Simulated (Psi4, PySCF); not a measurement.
The Psi4 input:
```
memory 2 GB

molecule mol {
0 3
  Si   -0.006391   -0.001951    0.085235
  H     0.045667    1.283842   -0.567511
  H     0.043812   -1.256535   -0.625785
}

set basis def2-svpd
set reference uks
set scf_type pk
set puream true
set d_convergence 1e-8
set dft_radial_points 99
set dft_spherical_points 590

energy('pbe')
print_variables()
```

Question: Write the same job for PySCF.

Answer: Several could match; the one computed here: 
```python
from pyscf import gto, scf, dft

mol = gto.M(
    atom='''
Si   -0.006391   -0.001951    0.085235
H     0.045667    1.283842   -0.567511
H     0.043812   -1.256535   -0.625785
''',
    basis='def2-svpd',
    charge=0,
    spin=2,
    verbose=4,
)

mf = dft.UKS(mol)
mf.xc = 'pbe'
mf.grids.atom_grid = (99, 590)
mf.grids.prune = None
mf.kernel()
```

Both were run: Psi4 gave -290.329357 Eh and PySCF -290.329357 Eh, 0.000 mEh apart.
